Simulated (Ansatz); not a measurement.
Two structures of SiH2SF2, singlet, reached by relaxing down either side of one saddle point (PBE0-D4/def2-TZVP). Energies are electronic, without zero-point energy. Computed with Ansatz 0.2.0 (basis: def2-TZVPP and def2-QZVPP); correlated methods freeze the cores. Extrapolation: Hartree–Fock as exp(−7.88 √X), correlation as X^−2.97. First:

Si1  (0.518, -1.463, 0.285)
F2  (-0.789, -1.071, 1.162)
F3  (-0.188, -1.671, -1.157)
H4  (0.389, 1.678, 0.855)
S5  (0.683, 1.302, -0.400)
H6  (-0.613, 1.225, -0.744)
(Å)

Second:

```json
{"atom": "Si1", "x (Å)": "0.2101", "y (Å)": "-0.4249", "z (Å)": "0.0896"}
{"atom": "F2", "x (Å)": "-1.0193", "y (Å)": "-1.0947", "z (Å)": "0.8311"}
{"atom": "F3", "x (Å)": "0.8171", "y (Å)": "-1.4925", "z (Å)": "-0.9081"}
{"atom": "H4", "x (Å)": "1.2045", "y (Å)": "-0.0890", "z (Å)": "1.1206"}
{"atom": "S5", "x (Å)": "-0.3989", "y (Å)": "1.2008", "z (Å)": "-1.1025"}
{"atom": "H6", "x (Å)": "-0.8135", "y (Å)": "1.9005", "z (Å)": "-0.0306"}
```

(1) Which bonds change from the first to the second?

(2) Give the saddle point's structure and its height above each. (Judge from chemistry; the value comes from the calculation.)

No T1 diagnostic of these runs exceeds 0.016. The restricted Hartree–Fock reference is unstable towards an unrestricted one at one or more of these structures.

## Answers

(1) SiF₂ + H₂S → SiH₂SF₂ ([F][SiH]([F])[SH]); bonds formed: Si1–H4, Si1–S5; bonds broken: H4–S5.

(2) The calculation gives: 112.2 kJ/mol above the first and 300.0 kJ/mol above the second (CCSD(T) at an estimated basis limit (MP2 extrapolated from triple and quadruple zeta, plus CCSD(T) − MP2 in triple zeta)).
Si1  (0.309, -0.815, 0.339)
F2  (-1.213, -1.150, 0.673)
F3  (0.696, -1.707, -0.923)
H4  (0.972, 0.656, 0.501)
S5  (0.067, 1.340, -0.767)
H6  (-0.830, 1.676, 0.177)
(Å)

Losses and insertions of silylenes and their heavier kin drive the gas-phase chemistry of silicon and germanium vapour deposition.

Labels in which every atom is bracketed show which atoms are joined, not bond orders.

For scale, one of the runs: CCSD(T)/def2-TZVPP, 174 basis functions, launched by `ansatz run in.yaml --threads 2 --pin off --events-out ev --progress --plain --max-ram 4352MiB`. Hardware: 2 CPU threads of an Arm Neoverse V1, shared host. Wall time 50 s; peak host memory 1.5 GiB.
